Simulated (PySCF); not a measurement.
diboron tetrachloride (B2Cl4), singlet, geometry from GFN2-xTB. Base run: PySCF with HF/6-31G.

Here is a job for PySCF.
```python
from pyscf import gto, scf, solvent

mol = gto.Mole()
mol.atom = '''
    Cl   -1.70370372   -1.22468155    0.90502736
    B    -0.84489630   -0.08721974   -0.05878929
    Cl   -1.77666816    0.86539826   -1.14719741
    B     0.84489630    0.08721974    0.05878929
    Cl    1.91746002   -0.83609144   -0.91968689
    Cl    1.56291186    1.19537473    1.16185695
'''
mol.basis = '6-31g'
mol.verbose = 4
mol.build()

mf = scf.RHF(mol)
mf.kernel()
mf.analyze()
```

Each row names what was changed in the base input (with any setting that the change needs).

| change | ΔE vs base (kJ/mol) | HOMO-LUMO gap (eV) |
|---|---|---|
| base | 0.00 | 13.48 |
| model = IEF-PCM; solvent = chloroform; lebedev_order = 11 | -8.28 | 13.57 |
| model = COSMO; solvent = chloroform | -8.97 | 13.58 |
| model = SS(V)PE; solvent = chloroform | -8.51 | 13.57 |
| model = IEF-PCM; solvent = chloroform; vdw_scale = 1.1 | -14.40 | 13.62 |
| model = IEF-PCM; solvent = dimethylsulfoxide | -12.47 | 13.62 |
| model = IEF-PCM; solvent = chloroform; vdw_scale = 1.0 | -24.29 | 13.70 |
| model = IEF-PCM; solvent = chloroform; lebedev_order = 41 | -8.64 | 13.57 |
| model = IEF-PCM; solvent = chloroform; vdw_scale = 1.4 | -3.29 | 13.52 |
| model = C-PCM; solvent = chloroform | -10.00 | 13.59 |
| model = IEF-PCM; solvent = water | -12.67 | 13.62 |
| model = IEF-PCM; solvent = chloroform; r_probe = 0.5 | -2.43 | 13.51 |

The base is the gas phase, so ΔE is the electrostatic part of solvation at a fixed geometry, without cavity and dispersion terms.
